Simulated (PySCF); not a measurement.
Q: Give a PBE0-D3(BJ)/def2-SVP geometry of InChI=1S/C2H7BO3/c1-5-3(4)6-2/h4H,1-2H3.

A: 
```
atom  x, y, z in Å
C1     1.925   -0.858   -0.299
O2     0.559   -0.576   -0.149
B3     0.048    0.655   -0.410
O4     0.850    1.679   -0.822
O5    -1.288    0.879   -0.253
C6    -2.144   -0.149    0.168
H7     2.095   -1.446   -1.217
H8     2.531    0.058   -0.357
H9     2.265   -1.460    0.558
H10    0.336    2.483   -0.945
H11   -2.148   -0.993   -0.542
H12   -1.853   -0.544    1.156
H13   -3.163    0.258    0.237
```

Any rigid rotation of these coordinates is as good. Atoms count from 1 in this order. B3 (three-coordinate boron) is planar (angles 121.1°, 119.7° and 119.2°, sum 360.0°, 0.00 Å off the plane of its three neighbours). Of the pairs four or more bonds apart, O4···H8 is among the closest relative to their van der Waals radii: 2.38 Å, 88 % of the sum of Bondi's values. O2 (boron-bound oxygen) is bent (angle 121.9°). The 6 heavy atoms lie in one plane (0.002 Å rms).

Bonds between heavy atoms (Å): C1–O2 1.403, O2–B3 1.359, B3–O4 1.365, B3–O5 1.363, O5–C6 1.403.

Level of theory: PBE0-D3(BJ)/def2-SVP geometry optimisation, gas phase (PySCF).

No PBE0-D3(BJ)/def2-SVP frequencies stand behind this structure, so it isn't proved a minimum. One conformer, not necessarily the lowest (C1–O2–B3–O4 -1°, O2–B3–O4–H -179°, O2–B3–O5–C6 0°).
